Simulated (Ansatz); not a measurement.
Isomers of Cu₂I₃ (doublet), relaxed with B3LYP-D4/def2-SVP; total energies from Ansatz at B2PLYP/def2-TZVP.

| isomer | description | energy (Eh) |
| --- | --- | --- |
| A | point group Cs; 5 × Cu–I 2.46 to 2.72 Å | -4173.25688 |
| B | point group C2v; 4 × Cu–I 2.46 to 2.52 Å | -4173.25776 |
| C | point group C2v; 6 × Cu–I 2.64 to 2.66 Å | -4173.23739 |

In the def2 sets I takes a core potential; there is no spin–orbit coupling. Correlated methods freeze 30 core orbitals; core or outer-core shells of I are correlated, in sets that lack core-valence functions.

The isomers come from a short search, and lower ones may exist.

Question: Work out the relative energies (1 Eh = 2625.5 kJ/mol) and the Boltzmann populations at 298 K from electronic energies alone (R = 8.314 J/mol/K).

Answer: ΔE: A 2.3, B 0.0, C 53.5 kJ/mol. RT = 2.48 kJ/mol. Factors exp(−ΔE/RT): A 0.396, B 1, C 4.28e-10; sum 1.396. Populations: A 28.4 %, B 71.6 %, C 0.0 %. Zero-point energy, vibrational entropy and symmetry numbers are left out and can shift these; an error of 4 kJ/mol changes a ratio by a factor of 5.0. Over the other density-functional and correlated levels in def2 sets, the gap between B and A ranges from -4 to 158 kJ/mol.
